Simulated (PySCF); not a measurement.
Worked example: oscillator strength and radiative lifetime

H₃O₃Si, SMILES O[Si](O)O (connectivity only; charge and spin as stated), charge +1, multiplicity 1.

Coordinates come from a r2SCAN-D4/def2-SVP optimisation. The spin state was assumed, not searched. The isomer is the one that the SMILES or the coordinates give; other isomers of the formula were not compared. The values are those of a single conformer.

PySCF 2.14.0 with TDDFT-PBE/def2-SVPD puts the first singlet state with f over 0.02 at 7.70 eV (vertical), with the transition dipole (-0.237, 0.257, 0.000) in atomic units.

Find the oscillator strength, the wavelength and the radiative lifetime that this transition would have in vacuum if emission retraced absorption.


|μ|² = 0.1222 au, so |μ| = 0.89 D. ΔE = 7.70/27.211 = 0.2830 hartree. f = (2/3) ΔE |μ|² = 0.023 (the program prints 0.023).
λ = 1239.84/7.70 = 161 nm; ν = 62105 cm⁻¹.
Einstein's coefficient A = 0.6670 ν² f s⁻¹ (ν in cm⁻¹) = 5.9e7 s⁻¹, so τ = 1/A = 17 ns. This state is S4; the lower singlets have f = 0.000, 0.000, 0.013. The figure is the radiative limit of this one transition; relaxation, internal conversion, crossing to triplets and a medium change what is measured.
